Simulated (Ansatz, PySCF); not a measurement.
In(F)2(NCO) (CF2InNO), SMILES C(=O)=[N][In]([F])[F]. Atoms are numbered in the order given.

```xyz
6

In    -0.3646     0.3526    -0.1963
F     -1.8086    -0.9336    -0.3863
F     -0.7232     2.1959    -0.6718
N      1.4659    -0.1651     0.4674
C      2.0133    -1.1899     0.8331
O      2.6224    -2.1204     1.1995
```

Geometry optimised at r2SCAN-D4/def2-SVP. The structure was generated by enumeration; whether it is a known compound was not checked. The def2 effective core potentials stand for the cores of In; spin–orbit coupling is left out. One conformer was computed; it need not be the lowest.

Two levels are set side by side: PBE-D3(BJ)/def2-SVP (Ansatz, an electronic-structure program) and r2SCAN-D4/def2-SVP (Ansatz). Each level has its own optimised geometry; the coordinates shown are those of the second. Frequencies come from the Hessian of PySCF at each geometry. Differences are taken from unrounded values.

```
quantity                            r2SCAN-D4  PBE-D3(BJ)  PBE-D3(BJ) minus r2SCAN-D4
----------------------------------  ---------  ----------  --------------------------
mean bond length (Å)                    1.657       1.673                       0.016
bond In1–F2 (Å)                         1.943       1.963                       0.020
bond In1–F3 (Å)                         1.937       1.956                       0.019
bond In1–N4 (Å)                         2.015       2.036                       0.021
bond N4–C5 (Å)                          1.218       1.229                       0.011
bond C5–O6 (Å)                          1.171       1.180                       0.009
highest harmonic wavenumber (cm⁻¹)       2364        2300                         -64
mean harmonic wavenumber (cm⁻¹)           601         581                         -20
zero-point energy (kcal/mol)            10.31        9.96                       -0.34
```
